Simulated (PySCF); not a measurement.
SMILES [SiH2](Cc1ccccc1)[Si](Cl)(Cl)Cl (C₇H₉Cl₃Si₂) (GFN2-xTB optimised geometry):

```
21

Cl    -0.805     0.493     3.533
Si    -2.205    -0.961     3.278
Cl    -2.615    -1.707     5.126
Cl    -3.903    -0.025     2.667
Si    -1.499    -2.642     1.829
C     -1.459    -1.953     0.045
C     -0.700    -0.663     0.000
C     -1.367     0.555     0.003
C     -0.662     1.746     0.005
C      0.721     1.734     0.006
C      1.396     0.525     0.000
C      0.690    -0.663     0.000
H     -0.152    -3.091     2.204
H     -2.394    -3.806     1.867
H     -2.476    -1.796    -0.314
H     -0.991    -2.684    -0.614
H     -2.448     0.571     0.003
H     -1.196     2.684     0.008
H      1.272     2.663     0.010
H      2.476     0.509    -0.001
H      1.218    -1.607    -0.004
```

Calculation: PySCF with PBE0/def2-SVP.

**Question.** What are the frontier orbital energies and the dipole moment?

**Answer.** HOMO-2 -8.43 eV, HOMO-1 -7.38 eV, HOMO -6.97 eV, LUMO -0.52 eV, LUMO+1 -0.33 eV; dipole moment 1.99 D.

Meta-Löwdin charges at PBE0/def2-SVP: Cl1 -0.24, Si2 0.70, Cl3 -0.25, Cl4 -0.25, Si5 0.38, C6 -0.40, C7 0.01, C8 -0.13, C9 -0.10, C10 -0.11, C11 -0.10, C12 -0.13, H13 -0.07, H14 -0.08, H15 0.12, H16 0.12, H17 0.10, H18 0.11, H19 0.11, H20 0.11, H21 0.10.
